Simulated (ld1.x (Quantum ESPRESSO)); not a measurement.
**What the settings do to the RRKJ potential of calcium**

Base potential:

ld1.x (Quantum ESPRESSO) 7.5 input, shortened:

```
&input
   title='Ca', zed=20., rel=1, dft='PZ', iswitch=3,
   config='[Ar] 3d0.5 4s1.5 4p0'
 /
 &inputp
   pseudotype=2, tm=.false., rho0=0.001, lloc=0,
   nlcc=.true., rcore=1.90
 /
3
4P  2  1   0.00   0.00  3.05  3.05  0.0
3D  3  2   0.50   0.00  2.35  2.35  0.0
4S  1  0   1.50   0.00  2.60  2.60  0.0
 &test
   configts(1)='3d0.5 4s1.5 4p0'
 /
```

All-electron outer shells of the reference configuration (LDA (PZ), scalar-relativistic, ld1.x):

| shell | level (eV) | outermost node (bohr) | outermost maximum (bohr) |
| --- | --- | --- | --- |
| 3s | -45.29 | 0.45 | 0.99 |
| 3p | -26.53 | 0.42 | 1.06 |
| 4s | -3.54 | 1.44 | 3.42 |
| 4p | -1.29 | 1.65 | 4.61 |
| 3d | -1.25 | – | 1.34 |

Cutoffs, loose and tight: the cutoffs (Ry, on a coarse ladder) from which the occupation-weighted sum of valence levels, in a spherical-Bessel basis at the reference potential, stays within 10 and 1 mRy of its value at 400 Ry. They do not see the model core or the augmentation charge, which bear on the density cutoff. Test errors are all-electron minus pseudo excitation energies from the reference, over the configurations 3d0 4s2 4p0; 3d0 4s1 4p0; 3d0 4s1.5 4p0; 3d1 4s1 4p0; 3d0 4s1 4p1; 3d0 4s0 4p1; 3d0 4s0 4p2 (two spin-polarised tests are not counted in the largest error). A dash means not determined; rows that change the core or the reference have their own tests.

```csv
change,outcome,"cutoff, loose","cutoff, tight",bound ghosts,largest test error (meV)
base,generated,21 Ry,30 Ry,none,-72
"all radii but the core radius scaled by about 0.81 (s 2.10, p 2.48, d 1.90 bohr)",failed: compute_chi: n is too large,–,–,–,–
"all radii but the core radius scaled by about 0.92 (s 2.40, p 2.80, d 2.16 bohr)",failed: compute_chi: n is too large,–,–,–,–
"all radii but the core radius scaled by about 1.16 (s 3.00, p 3.52, d 2.72 bohr)",generated,18 Ry,21 Ry,none,-65
```

Task: What comes out with this change to the base: all radii but the core radius scaled by about 1.39 (s 3.62, p 4.24, d 3.28 bohr)?

Result: outcome: generated; cutoff, loose: 12 Ry; cutoff, tight: 15 Ry; bound ghosts: none; largest test error (meV): -48.

Task: What comes out with this change to the base: all radii but the core radius scaled by about 1.26 (s 3.28, p 3.84, d 2.96 bohr)?

Result: outcome: generated; cutoff, loose: 15 Ry; cutoff, tight: 18 Ry; bound ghosts: none; largest test error (meV): -63.

Reading the sweep of the scale of all radii but the core radius (base = 1) (base included, trends over the rows without a ghost): The loose cutoff falls from 21 Ry at 1 to 12 Ry at 1.39. A larger radius leaves more room for a smooth pseudo-wave, so fewer plane waves are needed; a smaller one forces it to follow the all-electron wave where it bends sharply. The median size of the test errors (rows with all tests solved) is not monotonic: lowest 7.2 meV at 1.26, highest 28.2 meV at 1.39. The generation fails at 0.81, 0.92.
